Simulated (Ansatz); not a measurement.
Isolated molecules relaxed with PBE0-D4/def2-TZVP in Ansatz; ΔE leaves out vibrations. CCSD(T)/CBS adds triple-zeta CCSD(T) − MP2 to the extrapolated MP2 energy (def2 sets, frozen cores). This one scheme is used for every species, atoms too. Functionals use def2-TZVPP. B3LYP here is the variant with VWN-RPA as its local correlation; programs differ in this. No spin–orbit coupling; open shells (•) take unrestricted orbitals. Spin–orbit coupling would lower the free atoms: a little for Cl. Each species was taken in one conformer, which may not be the lowest.

Reaction (homolysis of the Cl–Si bond): `CO[SiH](Cl)OC` → Cl• + `CO[SiH]OC`•

```csv
level,ΔE (kcal/mol),difference from CCSD(T)/CBS
PBE-D4,117.5,-4.4
r2SCAN-D4,118.2,-3.7
PBE0-D4,118.1,-3.8
B3LYP-D4,115.4,-6.5
ωB97X-V,120.9,-1.0
ωB97M-V,122.7,0.8
B2PLYP,116.4,-5.5
PBE,115.9,-6.0
B3LYP,112.8,-9.1
HF/def2-TZVPP,93.2,-28.7
CCSD(T)/def2-TZVPP,117.6,-4.3
MP2/def2-QZVPP,125.3,3.4
SCS-MP2/def2-QZVPP,122.7,0.8
HF/CBS(def2),93.2,-28.7
MP2/CBS(def2),127.1,5.2
CCSD/CBS(def2),119.8,-2.1
CCSD(T)/CBS,121.9,0
```

Largest T1 diagnostic among the species: 0.014.

The D4 term adds +2.6 kcal/mol with B3LYP and +1.4 kcal/mol with PBE0; it sums over pairs of atoms, weighted by their polarisabilities, and B3LYP, whose exchange is more repulsive, gets the larger term. From PBE to PBE0 (25 % exact exchange), in def2-TZVPP and without D4, ΔE moves by +0.8 kcal/mol. In def2-TZVPP, CCSD(T) changes the Hartree–Fock value by +24.4 kcal/mol (the triples alone add +2.1 kcal/mol) and MP2 by +29.6 kcal/mol; breaking electron pairs costs correlation energy, which Hartree–Fock lacks.

CCSD(T)/CBS has its own doubt, a few kJ/mol and more with outer-core shells, so smaller differences from it don't rank the levels.
